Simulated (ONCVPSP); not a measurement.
## PBE ONCV dataset for Cl (Z = 17), non-relativistic all-electron reference.

ONCVPSP 4.0.1 input, shortened (lines: element, Z, core and valence counts, functional; n l f; lmax; l rc ep ncon nbas qcut; lloc lpopt rc5 dvloc0; l nproj debl; icmod fcfact rcfact), PBE, non-relativistic:

```
  Cl 17.00    3    2        4      upf
    1    0    2.00
    2    0    2.00
    2    1    6.00
    3    0    2.00
    3    1    5.00
    1
    0    1.05    0.00    5   10    6.80
    1    1.45    0.00    4    8    4.70
    4    4    0.70    0.00
    0    2    1.90
    1    3    0.40
    2    0.25    0.70
```

**Question.** Does the generator finish with these settings?

**Answer.** Yes, a potential is produced and its reference levels are reproduced.

**Question.** Estimate the cutoffs (Ha) at which the residual kinetic energy of the hardest occupied pseudo-wave falls to 1 and 0.1 mHa per electron.

**Answer.** 222 Ha and 270 Ha.

**Question.** Does the potential have ghost states?

**Answer.** Ghosts flagged at negative energy: s at -236.6 eV, p at -186.7 eV; no localised positive-energy state flagged. A true bound ghost makes a file unfit for plane-wave use.

**Question.** Which valence shell sets the plane-wave cutoff?

**Answer.** 3s: 222 Ha for 1 mHa per electron, against 8 Ha for 3p.

**Question.** Tests: 3s2 3p4; 3s2 3p3; 3s2 3p2; 3s2 3p1. Which has the largest error in its energy relative to the reference configuration, and how large is it?

**Answer.** 3s2 3p1, with +134 meV (all-electron minus pseudo) on +129.90 eV.
